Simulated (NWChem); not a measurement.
# ScH2O2F; SMILES [OH][Sc]([OH])[F]

```xyz
6

Sc     0.0121    -0.0014     0.0000
F      1.8194    -0.3471     0.0000
O     -1.1506    -1.4455     0.0000
H     -1.9605    -1.9553     0.0000
O     -0.5911     1.7474     0.0000
H     -0.7358     2.6932     0.0000
```
Atoms are numbered in this order, from 1.

All runs: NWChem. All runs use the structure optimised with PBE0/def2-SVP. Ions are spin-unrestricted doublets at the neutral geometry; other ion states weren't tried.

For level PBE0/def2-SVP:

vertical ionisation energy, ΔSCF (eV): 10.74
−ε(HOMO) (eV): 8.32

**Question.** What are these values for level PBE/def2-SVP?

**Answer.** 
| Quantity | Result |
|---|---|
| vertical ionisation energy, ΔSCF (eV) | 10.12 |
| −ε(HOMO) (eV) | 6.49 |
